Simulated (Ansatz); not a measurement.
These are PBE-D3(BJ)/def2-SVP (Ansatz, a quantum-chemistry and plane-wave program) values and carry that method's errors. No frequencies were computed at this level.

Ansatz 0.2 input:
```yaml
crystal:
  periodic: [false, false, false]
  atoms:
    - { symbol: Ti, position_ang: [0.000062, -0.000326, -0.000101] }
    - { symbol: C, position_ang: [1.025584, 0.461264, 1.74152] }
    - { symbol: H, position_ang: [1.807238, 1.215482, 1.553712] }
    - { symbol: H, position_ang: [1.514416, -0.43195, 2.16382] }
    - { symbol: H, position_ang: [0.34458, 0.86622, 2.507936] }
    - { symbol: C, position_ang: [-0.986037, 1.688204, -0.688845] }
    - { symbol: H, position_ang: [-0.286209, 2.529401, -0.823763] }
    - { symbol: H, position_ang: [-1.765963, 2.009741, 0.021021] }
    - { symbol: H, position_ang: [-1.472649, 1.496204, -1.659418] }
    - { symbol: C, position_ang: [1.341657, -0.652706, -1.439764] }
    - { symbol: H, position_ang: [0.817477, -0.98181, -2.351887] }
    - { symbol: H, position_ang: [1.939652, -1.501935, -1.070617] }
    - { symbol: H, position_ang: [2.039754, 0.151385, -1.724737] }
    - { symbol: C, position_ang: [-1.381301, -1.497202, 0.387126] }
    - { symbol: H, position_ang: [-2.063669, -1.206555, 1.203187] }
    - { symbol: H, position_ang: [-0.880149, -2.433365, 0.684719] }
    - { symbol: H, position_ang: [-1.994448, -1.712055, -0.503909] }
basis:
  gaussian: { orbitals: def2-svp }
hamiltonian:
  xc: pbe
  dispersion: d3bj
relax:
  max_steps: 150
```

Output:

```
[...]
1708 factors; their error is unknown
mean field evaluation 1: about -27408.9927 eV, gradient 1.1e2 eV
mean field evaluation 2: about -26999.8280 eV, gradient 3.8e2 eV
mean field evaluation 4: about -27392.7740 eV, gradient 1.6e2 eV
mean field evaluation 8: about -27439.8937 eV, gradient 1.5e0 eV
mean field evaluation 16: about -27439.8502 eV, gradient 1.0e-2 eV
mean field -27439.85016065 eV, -1008.3958940054 hartree, gradient 5.3e-5 eV, S^2 0.000000; 0 other end points of the search recorded, 0 dependent functions left out
reference -27439.85021379 eV, -1008.3958959581 hartree; 29, 29 occupied and 118, 118 virtual orbitals, 1708 factors
relax step   1: F+E_penalty+E_count = -27440.21072249 eV  Δ(F+E_penalty+E_count) = +0.000e0 eV  max|allowed force component| = 3.308e-1 eV/Å  Δτ_max = 0.0000 Å  (32 SCF iters, accepted)
these checks for a lower state are left out or cut short: starts, cluster_reference, orbital_swaps, neighbouring_geometries, increment
1708 factors; their error is unknown
mean field -27439.87968541 eV, -1008.3969790205 hartree, gradient 1.7e-5 eV, S^2 0.000000; 0 other end points of the search recorded, 0 dependent functions left out
reference -27439.87974011 eV, -1008.3969810307 hartree; 29, 29 occupied and 118, 118 virtual orbitals, 1708 factors
relax step   2: F+E_penalty+E_count = -27440.24252541 eV  Δ(F+E_penalty+E_count) = -3.180e-2 eV  max|allowed force component| = 6.430e-2 eV/Å  Δτ_max = 0.0267 Å  (31 SCF iters, accepted)
these checks for a lower state are left out or cut short: starts, cluster_reference, orbital_swaps, neighbouring_geometries, increment
1708 factors; their error is unknown
mean field evaluation 32: about -27439.8796 eV, gradient 1.9e-1 eV
mean field -27439.87969610 eV, -1008.3969794130 hartree, gradient 1.7e-5 eV, S^2 0.000000; 0 other end points of the search recorded, 0 dependent functions left out
reference -27439.87975116 eV, -1008.3969814364 hartree; 29, 29 occupied and 118, 118 virtual orbitals, 1708 factors
relax step   3: F+E_penalty+E_count = -27440.24155184 eV  Δ(F+E_penalty+E_count) = +9.736e-4 eV  max|allowed force component| = 1.561e-1 eV/Å  Δτ_max = 0.0165 Å  (31 SCF iters, rejected (line search))
these checks for a lower state are left out or cut short: starts, cluster_reference, orbital_swaps, neighbouring_geometries, increment
1708 factors; their error is unknown
mean field -27439.88100055 eV, -1008.3970273509 hartree, gradient 1.8e-5 eV, S^2 0.000000; 0 other end points of the search recorded, 0 dependent functions left out
reference -27439.88105562 eV, -1008.3970293747 hartree; 29, 29 occupied and 118, 118 virtual orbitals, 1708 factors
relax step   4: F+E_penalty+E_count = -27440.24387906 eV  Δ(F+E_penalty+E_count) = -1.354e-3 eV  max|allowed force component| = 4.905e-3 eV/Å  Δτ_max = 0.0079 Å  (32 SCF iters, accepted)
these checks for a lower state are left out or cut short: starts, cluster_reference, orbital_swaps, neighbouring_geometries, increment
1708 factors; their error is unknown
mean field -27439.88152994 eV, -1008.3970468054 hartree, gradient 1.7e-5 eV, S^2 0.000000; 0 other end points of the search recorded, 0 dependent functions left out
reference -27439.88158501 eV, -1008.3970488294 hartree; 29, 29 occupied and 118, 118 virtual orbitals, 1708 factors
relax step   5: F+E_penalty+E_count = -27440.24436175 eV  Δ(F+E_penalty+E_count) = -4.827e-4 eV  max|allowed force component| = 8.428e-3 eV/Å  Δτ_max = 0.0186 Å  (30 SCF iters, accepted)
these checks for a lower state are left out or cut short: starts, cluster_reference, orbital_swaps, neighbouring_geometries, increment
1708 factors; their error is unknown
mean field -27439.86446715 eV, -1008.3964197597 hartree, gradient 1.8e-5 eV, S^2 0.000000; 0 other end points of the search recorded, 0 dependent functions left out
reference -27439.86452249 eV, -1008.3964217933 hartree; 29, 29 occupied and 118, 118 virtual orbitals, 1708 factors
relax step   6: F+E_penalty+E_count = -27440.22714954 eV  Δ(F+E_penalty+E_count) = +1.721e-2 eV  max|allowed force component| = 3.324e-1 eV/Å  Δτ_max = 0.1464 Å  (28 SCF iters, rejected (line search))
these checks for a lower state are left out or cut short: starts, cluster_reference, orbital_swaps, neighbouring_geometries, increment
1708 factors; their error is unknown
mean field evaluation 64: about -27439.8830 eV, gradient 1.7e-5 eV
mean field -27439.88304247 eV, -1008.3971023901 hartree, gradient 1.7e-5 eV, S^2 0.000000; 0 other end points of the search recorded, 0 dependent functions left out
reference -27439.88309736 eV, -1008.3971044071 hartree; 29, 29 occupied and 118, 118 virtual orbitals, 1708 factors
relax step   7: F+E_penalty+E_count = -27440.24582346 eV  Δ(F+E_penalty+E_count) = -1.462e-3 eV  max|allowed force component| = 5.288e-2 eV/Å  Δτ_max = 0.0576 Å  (30 SCF iters, accepted)
these checks for a lower state are left out or cut short: starts, cluster_reference, orbital_swaps, neighbouring_geometries, increment
1708 factors; their error is unknown
mean field -27439.88364050 eV, -1008.3971243672 hartree, gradient 1.7e-5 eV, S^2 0.000000; 0 other end points of the search recorded, 0 dependent functions left out
reference -27439.88369520 eV, -1008.3971263773 hartree; 29, 29 occupied and 118, 118 virtual orbitals, 1708 factors
relax step   8: F+E_penalty+E_count = -27440.24638919 eV  Δ(F+E_penalty+E_count) = -5.657e-4 eV  max|allowed force component| = 1.096e-1 eV/Å  Δτ_max = 0.0572 Å  (30 SCF iters, accepted)
these checks for a lower state are left out or cut short: starts, cluster_reference, orbital_swaps, neighbouring_geometries, increment
1708 factors; their error is unknown
mean field -27439.88684043 eV, -1008.3972419625 hartree, gradient 1.7e-5 eV, S^2 0.000000; 0 other end points of the search recorded, 0 dependent functions left out
reference -27439.88689461 eV, -1008.3972439537 hartree; 29, 29 occupied and 118, 118 virtual orbitals, 1708 factors
relax step   9: F+E_penalty+E_count = -27440.24988487 eV  Δ(F+E_penalty+E_count) = -3.496e-3 eV  max|allowed force component| = 6.800e-2 eV/Å  Δτ_max = 0.0330 Å  (30 SCF iters, accepted)
these checks for a lower state are left out or cut short: starts, cluster_reference, orbital_swaps, neighbouring_geometries, increment
1708 factors; their error is unknown
mean field -27439.89063865 eV, -1008.3973815445 hartree, gradient 1.9e-5 eV, S^2 0.000000; 0 other end points of the search recorded, 0 dependent functions left out
reference -27439.89069211 eV, -1008.3973835092 hartree; 29, 29 occupied and 118, 118 virtual orbitals, 1708 factors
relax step  10: F+E_penalty+E_count = -27440.25394932 eV  Δ(F+E_penalty+E_count) = -4.064e-3 eV  max|allowed force component| = 8.750e-2 eV/Å  Δτ_max = 0.0875 Å  (28 SCF iters, accepted)
these checks for a lower state are left out or cut short: starts, cluster_reference, orbital_swaps, neighbouring_geometries, increment
1708 factors; their error is unknown
mean field -27439.89138889 eV, -1008.3974091153 hartree, gradient 1.7e-5 eV, S^2 0.000000; 0 other end points of the search recorded, 0 dependent functions left out
reference -27439.89144196 eV, -1008.3974110656 hartree; 29, 29 occupied and 118, 118 virtual orbitals, 1708 factors
relax step  11: F+E_penalty+E_count = -27440.25496654 eV  Δ(F+E_penalty+E_count) = -1.017e-3 eV  max|allowed force component| = 1.379e-1 eV/Å  Δτ_max = 0.0664 Å  (29 SCF iters, accepted)
these checks for a lower state are left out or cut short: starts, cluster_reference, orbital_swaps, neighbouring_geometries, increment
1708 factors; their error is unknown
mean field evaluation 96: about -27439.8951 eV, gradient 6.4e-5 eV
mean field -27439.89511578 eV, -1008.3975460759 hartree, gradient 1.8e-5 eV, S^2 0.000000; 0 other end points of the search recorded, 0 dependent functions left out
reference -27439.89516854 eV, -1008.3975480149 hartree; 29, 29 occupied and 118, 118 virtual orbitals, 1708 factors
relax step  12: F+E_penalty+E_count = -27440.25862963 eV  Δ(F+E_penalty+E_count) = -3.663e-3 eV  max|allowed force component| = 5.927e-2 eV/Å  Δτ_max = 0.0158 Å  (30 SCF iters, accepted)
these checks for a lower state are left out or cut short: starts, cluster_reference, orbital_swaps, neighbouring_geometries, increment
1708 factors; their error is unknown
mean field -27439.89645157 eV, -1008.3975951652 hartree, gradient 1.8e-5 eV, S^2 0.000000; 0 other end points of the search recorded, 0 dependent functions left out
reference -27439.89650419 eV, -1008.3975970992 hartree; 29, 29 occupied and 118, 118 virtual orbitals, 1708 factors
relax step  13: F+E_penalty+E_count = -27440.26028626 eV  Δ(F+E_penalty+E_count) = -1.657e-3 eV  max|allowed force component| = 1.872e-2 eV/Å  Δτ_max = 0.0301 Å  (30 SCF iters, accepted)
these checks for a lower state are left out or cut short: starts, cluster_reference, orbital_swaps, neighbouring_geometries, increment
1708 factors; their error is unknown
mean field -27439.89736317 eV, -1008.3976286662 hartree, gradient 1.8e-5 eV, S^2 0.000000; 0 other end points of the search recorded, 0 dependent functions left out
reference -27439.89741580 eV, -1008.3976306001 hartree; 29, 29 occupied and 118, 118 virtual orbitals, 1708 factors
relax step  14: F+E_penalty+E_count = -27440.26125891 eV  Δ(F+E_penalty+E_count) = -9.726e-4 eV  max|allowed force component| = 1.781e-2 eV/Å  Δτ_max = 0.0406 Å  (29 SCF iters, accepted)
these checks for a lower state are left out or cut short: starts, cluster_reference, orbital_swaps, neighbouring_geometries, increment
1708 factors; their error is unknown
mean field -27439.89743951 eV, -1008.3976314716 hartree, gradient 1.9e-5 eV, S^2 0.000000; 0 other end points of the search recorded, 0 dependent functions left out
reference -27439.89749225 eV, -1008.3976334098 hartree; 29, 29 occupied and 118, 118 virtual orbitals, 1708 factors
relax step  15: F+E_penalty+E_count = -27440.26141214 eV  Δ(F+E_penalty+E_count) = -1.532e-4 eV  max|allowed force component| = 4.800e-2 eV/Å  Δτ_max = 0.0496 Å  (30 SCF iters, accepted)
these checks for a lower state are left out or cut short: starts, cluster_reference, orbital_swaps, neighbouring_geometries, increment
1708 factors; their error is unknown
mean field -27439.89788156 eV, -1008.3976477166 hartree, gradient 2.1e-5 eV, S^2 0.000000; 0 other end points of the search recorded, 0 dependent functions left out
reference -27439.89793417 eV, -1008.3976496500 hartree; 29, 29 occupied and 118, 118 virtual orbitals, 1708 factors
relax step  16: F+E_penalty+E_count = -27440.26184735 eV  Δ(F+E_penalty+E_count) = -4.352e-4 eV  max|allowed force component| = 1.223e-2 eV/Å  Δτ_max = 0.0066 Å  (31 SCF iters, accepted)
these checks for a lower state are left out or cut short: starts, cluster_reference, orbital_swaps, neighbouring_geometries, increment
1708 factors; their error is unknown
mean field evaluation 128: about -27439.9550 eV, gradient 3.8e-1 eV
mean field -27439.89794582 eV, -1008.3976500782 hartree, gradient 1.9e-5 eV, S^2 0.000000; 0 other end points of the search recorded, 0 dependent functions left out
reference -27439.89799835 eV, -1008.3976520086 hartree; 29, 29 occupied and 118, 118 virtual orbitals, 1708 factors
relax step  17: F+E_penalty+E_count = -27440.26190436 eV  Δ(F+E_penalty+E_count) = -5.701e-5 eV  max|allowed force component| = 8.110e-3 eV/Å  Δτ_max = 0.0054 Å  (24 SCF iters, accepted)
1708 factors; their error is unknown
mean field -27439.89794582 eV, -1008.3976500782 hartree, gradient 2.4e-5 eV, S^2 0.000000; 1 other end points of the search recorded, 0 dependent functions left out
reference -27439.89799835 eV, -1008.3976520086 hartree; 29, 29 occupied and 118, 118 virtual orbitals, 1708 factors
Total energy: -27440.26195689 eV, -1008.4110272380 hartree
Atom 0 at    -0.000729     0.000169    -0.001831 Å, force    -0.000108     0.000010    -0.000166 eV/Å
Atom 1 at     1.023245     0.459737     1.737212 Å, force     0.004700     0.002065     0.008064 eV/Å
Atom 2 at     2.038160     0.840880     1.489791 Å, force     0.000066    -0.000487    -0.001696 eV/Å
Atom 3 at     1.121715    -0.449469     2.369833 Å, force    -0.001189    -0.000928    -0.000831 eV/Å
Atom 4 at     0.471919     1.239668     2.306666 Å, force    -0.001078     0.000469    -0.001253 eV/Å
Atom 5 at    -0.984120     1.686874    -0.688053 Å, force    -0.004765     0.008110    -0.003096 eV/Å
Atom 6 at    -0.420883     2.599179    -0.392963 Å, force     0.001115    -0.000826     0.001212 eV/Å
Atom 7 at    -2.005390     1.734118    -0.250626 Å, force     0.000070    -0.001629     0.000621 eV/Å
Atom 8 at    -1.065663     1.654002    -1.796570 Å, force     0.001092    -0.001480    -0.000341 eV/Å
Atom 9 at     1.339512    -0.652607    -1.437342 Å, force     0.006612    -0.003056    -0.006755 eV/Å
Atom 10 at     0.841456    -1.375034    -2.120424 Å, force    -0.001611    -0.000299     0.000937 eV/Å
Atom 11 at     2.203452    -1.153223    -0.947846 Å, force    -0.000420     0.000606     0.001619 eV/Å
Atom 12 at     1.710068     0.211459    -2.031156 Å, force    -0.001186     0.001141     0.000695 eV/Å
Atom 13 at    -1.379053    -1.493909     0.387142 Å, force    -0.006346    -0.007101     0.001994 eV/Å
Atom 14 at    -1.736869    -1.413872     1.436989 Å, force     0.001312     0.001094     0.000509 eV/Å
Atom 15 at    -0.909033    -2.490803     0.239398 Å, force     0.001373     0.000660    -0.000745 eV/Å
Atom 16 at    -2.247791    -1.397172    -0.300221 Å, force     0.000362     0.001651    -0.000768 eV/Å
Dipole moment:    -0.000144     0.000037    -0.000371 e Å
```

Cost: around 3 core-minutes (rough).
